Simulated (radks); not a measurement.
Results of a calculation; reference values are marked as such.
Dynamic dipole polarisability and lines of the tellurium ion Te22+, [Ar] 3d10 4s2. Level of theory: scalar-relativistic Kohn-Sham, PBE, spin-unpolarised, spherical densities, finite nucleus; Fermi nuclear charge, rms radius of each element as measured or else 0.836 A^(1/3) + 0.57 fm (a radial shooting solver on a logarithmic mesh with Libxc functionals). Time-dependent linear response with the Hartree and adiabatic LDA kernel, continuum included through the Sternheimer equations, no spin-orbit coupling, so fine structure and intercombination lines are absent. Lines are the poles of the dipole polarisability below minus the highest occupied eigenvalue, found on a grid refined at the orbital gaps; the lowest seven at most are given, and weak or close lines can be missed. The first line takes the name of the lowest orbital gap if no other gap lies below it; otherwise a line is named after a gap within 0.6 % of it, if that gap stands alone.

| photon energy (eV) | alpha (bohr^3) |
|---|---|
| 0 | 0.2133 |
| 57.370 | 0.7042 |
| 126.21 | -0.06058 |
| 195.06 | -0.006615 |

Lines (eV, oscillator strength): 67.838 (18.28 nm, 4s-4p), f = 1.21; 329.61 (3.762 nm, 4s-5p), f = 0.333; 459.65 (2.697 nm, 4s-6p), f = 0.114; 530.64 (2.336 nm, 4s-7p), f = 0.0497; 548.12 (2.262 nm, unassigned), f = 0.433; 574.01 (2.160 nm, 4s-8p), f = 0.0362. Higher lines, where found, are left out when the end of the mesh affects them. Those listed give 93 % of the static polarisability (sum of f/w^2). Orbital energy gaps for comparison: 4s-4p 58.130 eV; 4s-5p 329.99 eV; 4s-6p 459.81 eV; 4s-7p 530.71 eV; 3d-4p 544.02 eV.
